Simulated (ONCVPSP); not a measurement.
# carbon: one change to an ONCV potential, before and after

carbon (C), optimised norm-conserving Vanderbilt (ONCV), made with ONCVPSP 4.0.1 (PBE, scalar-relativistic). Core [He], reference 2s1.75 2p2.25. Waves: 2s: rc 1.10 bohr, ncon 4, nbas 9, qcut 5.8 1/bohr, 3 projectors, debl 3.9 Ha; 2p: rc 1.60 bohr, ncon 4, nbas 9, qcut 5.3 1/bohr, 2 projectors, debl 2.8 Ha; d scattering state at 0.29 Ha: rc 1.35 bohr, ncon 3, nbas 7, qcut 8.3 1/bohr, 2 projectors, debl 1.3 Ha. Local part: polynomial inside 0.85 bohr (lpopt 5, dvloc0 0 Ha). Core correction: polynomial model core, fcfact 0.75.

All-electron outer shells of the reference configuration (PBE, scalar-relativistic, ld1.x):

```json
{"shell": "1s", "level (eV)": "-273.63", "outermost node (bohr)": "–", "outermost maximum (bohr)": "0.17"}
{"shell": "2s", "level (eV)": "-13.87", "outermost node (bohr)": "0.38", "outermost maximum (bohr)": "1.22"}
{"shell": "2p", "level (eV)": "-5.40", "outermost node (bohr)": "–", "outermost maximum (bohr)": "1.20"}
```

Change: s: rc 0.96.

Cutoffs: the cutoffs (Ha) at which the residual kinetic energy of the hardest occupied pseudo-wave falls to 1 and 0.1 mHa per electron; they do not see the model core or the augmentation charge, which bear on the density cutoff. Errors are all-electron minus pseudo energies relative to the spin-unpolarised reference configuration.

Q: What does the change do?

A: The potential gets neither clearly harder nor softer (18 Ha and 127 Ha → 20 Ha and 121 Ha); a bound ghost appears in s, which as a rule spoils a file; the errors of the 4 common tests hardly move.

| quantity | base | changed |
| --- | --- | --- |
| cutoff, loose | 18 Ha | 20 Ha |
| cutoff, tight | 127 Ha | 121 Ha |
| loose cutoff by channel | s 18 Ha, p 16 Ha | s 20 Ha, p 16 Ha |
| bound ghosts | none | s |
| GHOST(+) flags under 300 eV | none | none |
| error for 2s2 2p2, meV [ΔE -2.12 eV] | +0.1 | 0.0 |
| error for 2s2 2p1, meV [ΔE 8.74 eV] | +35 | +34 |
| error for 2s2 2p0, meV [ΔE 32.90 eV] | +272 | +263 |
| error for 2s1 2p3, meV [ΔE 6.36 eV] | +0.3 | +0.1 |
| p: phases at 1.63 bohr within 0.05 rad from the reference energy up to (Ha; the scan ends near 5) | to the end of the scan | to the end of the scan |
| d: phases at 1.37 bohr within 0.05 rad from the reference energy up to (Ha; the scan ends near 5) | to the end of the scan | to the end of the scan |
| rms error of d²Exc/dni dnj with the model core, mHa | 1.58 | 1.54 |

Base: The cutoffs count occupied waves only; projector 2 of the p channel, the hardest unoccupied one, needs 51 Ha at the loose tolerance. Changed file: The cutoffs count occupied waves only; projector 2 of the p channel, the hardest unoccupied one, needs 51 Ha at the loose tolerance. A true bound ghost makes a file unfit for plane-wave use even where its test errors are small: the radial tests pick states by their node count and pass the ghost by.
